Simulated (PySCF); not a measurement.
# Reading the logs of faulty runs: Cl2HOSi anion

Calculated results; nothing here was measured. They come from PySCF 2.14.0, an open-source quantum chemistry program, on an isolated molecule that a program drew, which may never have been made. The molecule is Cl2HOSi anion (charge -1, singlet), drawn as the SMILES string `O[Si-](Cl)Cl`.

Each row is a Hartree-Fock (HF) and frozen-core CCSD(T) single point in the aug-cc-pV(D+d)Z basis, meant for a local HF minimum. Run 1 is clean. Each other run has one planted mistake out of seven kinds, and not every kind appears here: one electron removed, one electron added, multiplicity raised by two, geometry at a saddle point, minimal basis STO-3G, one bond length entered in bohr, all coordinates scaled. The reference is restricted for singlets and unrestricted otherwise, and also for a bond in bohr. Adding or removing an electron swaps singlet and doublet. Electrons count all cores. HOMO and LUMO are orbital energies over both spins, the gradient is its largest component, and the lowest frequency (negative if imaginary) is given only where the gradient is small. Bond lengths are over the 4 bonds as drawn. T1 is the CCSD diagnostic: over 0.02 (restricted) or 0.045 (unrestricted) a single reference is doubtful.

Geometry of the clean run:
```xyz
5
Cl2HOSi anion, angstrom
O    -0.9329    1.5842    1.5084
Si   -0.5529    1.0919   -0.0612
Cl   -1.7005   -0.8882   -0.0294
Cl   -2.1825    2.2826   -1.1406
H    -1.8443    1.5294    1.7474
```

```
run,electrons,basis functions,<S^2>,HOMO (eV),LUMO (eV),gradient (hartree/bohr),lowest frequency (cm^-1),mean bond (Å),longest bond (Å),T1,HF (hartree),CCSD(T) (hartree),mistake
1,58,128,0.000,-4.03,4.28,1.7e-05,155,1.8025,2.289,0.0134,-1283.58892,-1284.25442,no fault
2,58,128,2.008,-0.07,3.69,3.2e-02,-,1.8025,2.289,0.0215,-1283.46201,-1284.11122,multiplicity raised by two
3,58,33,0.000,-0.83,14.77,5.4e-02,-,1.8025,2.289,0.0098,-1269.24068,-1269.32462,minimal basis STO-3G
4,58,128,0.000,-3.19,4.29,8.4e-02,-,1.6871,2.142,0.0126,-1283.56827,-1284.22691,all coordinates scaled
5,58,128,0.000,-4.64,3.28,2.4e-02,-,2.3116,4.325,0.0149,-1283.54081,-1284.20104,one bond length entered in bohr
6,57,128,0.764,-12.04,-1.85,1.1e-01,-,1.8025,2.289,0.0174,-1283.48323,-1284.12062,?
```

**Which mistake was planted in run 6, and what did it cost?**

It counts 57 electrons, one fewer than the clean run, at the same geometry and basis. So the mistake is: one electron removed. Subtracting run 1 and multiplying by 627.51 kcal/mol a hartree, the energy moved by 66.3 kcal/mol in HF and 84.0 kcal/mol in CCSD(T).

